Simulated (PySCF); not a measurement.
Broadened absorption spectrum of C5H5NO3

Compound: C5H5NO3.
SMILES: `COC(=O)C1=NOC=C1`

Theory: TDDFT CAM-B3LYP/def2-SVPD, vertical, gas phase, core orbitals frozen in the response in PySCF 2.14.0, density-fitted response routines. Geometry: GFN2-xTB, one conformer, isolated molecule. Torsions of this conformer, `[CH3:1][O:2][C:3](=[O:4])[c:5]1[cH:6][cH:7][o:8][n:9]1`: C1–O2–C3–O4 0°, O2–C3–C5–C6 180°.

Computed states:

```
state  E (eV)       f
   S1    5.36  0.0001
   S2    5.90  0.0046
   S3    6.01   0.054
   S4    6.80   0.130
   S5    7.14   0.088
   S6    7.56   0.429
   S7    7.83   0.023
   S8    7.84  0.0002
```

Each state is given a Gaussian of 0.4 eV full width at half maximum, with ε(max) = 2.175×10⁸ f / Δν̃ (Δν̃ the width in cm⁻¹). The width is an assumption, not a result. The curve ends short of the highest state used, and states not computed would add to its high-energy end.

Task: What does the envelope look like, and where are its maxima?

Result: 
λ (nm), ε (L mol⁻¹ cm⁻¹) and a bar:
```
    171.3      10295 ##############################
    173.4       8559 #########################
    175.4       8270 ########################
    177.5       8675 #########################
    179.6       9401 ###########################
    181.7       9668 ############################
    183.7       8829 ##########################
    185.8       6843 ####################
    187.9       4466 #############
    189.9       2564 #######
    192.0       1309 ####
    194.1        805 ##
    196.1        885 ###
    198.2       1406 ####
    200.3       2208 ######
    202.3       3022 #########
    204.4       3671 ###########
    206.5       3901 ###########
    208.5       3679 ###########
    210.6       3084 #########
    212.7       2316 #######
    214.8       1570 #####
    216.8        993 ###
    218.9        563 ##
    221.0        294 #
    223.0        149 
    225.1         70 
    227.2         32 
    229.2         17 
    231.3         10 
    233.4          7 
    235.4          5 
    237.5          4 
    239.6          3 
    241.6          2 
    243.7          1 
    245.8          1 
    247.9          1 
    249.9          0 
    252.0          0 
    254.1          0 
    256.1          0 
    258.2          0 
    260.3          0
```

Maxima: 206 nm (6.00 eV), ε about 3900, made up of S3 (93%); 181 nm (6.84 eV), ε about 9700, made up of S4 (88%) and S5 (12%) (ε in L mol⁻¹ cm⁻¹; maxima over ε = 5, shares over 10%). At its high-energy end, 7.24 eV, the curve is still rising (ε about 10000, from S5 and S6).

Task: What would ε be at 6.84 eV, the highest of these maxima, with half the width (0.2 eV)?

Result: About 15500 L mol⁻¹ cm⁻¹ against 9690, a factor of about 1.6; a lone state at its own centre would give exactly 2.

Task: Coming from long wavelengths, where does ε first pass 100 L mol⁻¹ cm⁻¹?

Result: At about 224 nm (5.53 eV), 0.17 eV above S1.

Task: On this curve, what absorbance would a 10⁻⁵ mol/L sample give at 193 nm over a 1 cm path?

Result: 193 nm is 6.424 eV, where ε is about 980 L mol⁻¹ cm⁻¹, so A = ε c l ≈ 0.0098 (Beer–Lambert, with the gas-phase spectrum and the assumed width).
